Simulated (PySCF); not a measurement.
## AsO⁻: energy against distance

Set-up: PySCF, scalar-relativistic core potentials, basis sets As aug-cc-pVDZ-PP with ECP10, O aug-cc-pVDZ. Energies in eV from As + O⁻ in their ground configurations at the same level. All curves are PBE0. state 1: ³Σ⁻ (triplet), unpaired electrons π ↑↑; state 2: Ms = 0 determinant of mixed spin (⟨S²⟩ near 1.0), unpaired electrons π ↑↓, a mixture of terms (⟨Lz²⟩ = 2.0), a second solution, started from another occupation; state 3: singlet, one real π or δ orbital doubly filled, a mixture of terms (⟨Lz²⟩ = 2.0), a second solution, started from another occupation; state 4: ⁵Π (quintet), unpaired electrons σ ↑, π ↑↑↑, a second solution, started from another occupation.

```csv
R (Å),state 1,state 2,state 3,state 4
1.472,-3.172,-2.932,-2.284,3.431
1.540,-3.976,-3.731,-3.060,2.088
1.608,-4.412,-4.163,-3.471,1.145
1.660,-4.563,-4.312,-3.607,0.626
1.711,-4.602,-4.348,-3.631,0.228
1.762,-4.554,-4.299,-3.572,-0.082
1.831,-4.392,-4.134,-3.396,-0.394
1.916,-4.082,-3.822,-3.072,-0.671
2.019,-3.616,-3.355,-2.595,-0.892
2.156,-2.931,-2.669,-1.900,-1.061
```

**Question.** Put a parabola through the three lowest points of the state 1 curve and estimate Re, k and ωe (reduced mass 13.18 u; 1 eV/Å² = 0.16022 mdyn/Å; ωe = 1302.8·√(k/μ) cm⁻¹).

**Answer.** Through R = 1.66, 1.711, 1.762 Å the second-order coefficient is 16.7 eV/Å², so Re ≈ 1.708 Å, k ≈ 5.36 mdyn/Å and ωe ≈ 831 cm⁻¹. A polynomial fit of higher order to the unrounded PBE0 energies gives Re = 1.706 Å, k = 5.35 mdyn/Å, ωe = 830 cm⁻¹; anharmonicity and rounding make the difference.

The higher-order fit for each curve: state 1: Re = 1.706 Å, ωe = 830 cm⁻¹, De = 4.60 eV; state 2: Re = 1.705 Å, ωe = 831 cm⁻¹, minimum 4.35 eV below the ground-state fragments; state 3: Re = 1.698 Å, ωe = 838 cm⁻¹, minimum 3.63 eV below the ground-state fragments. State 4 gave no clean fit.

Spin–orbit coupling is left out. For an ion De counts to the pair picked by the measured ionisation energies or electron affinities, which need not be the lowest pair at this level. The highest Kohn–Sham level is positive in this anion. Much of that is self-interaction error, but it also means that the finite basis helps to hold the extra electron. The state is the lowest determinant that a PBE0 search found; another state may lie lower at other levels.
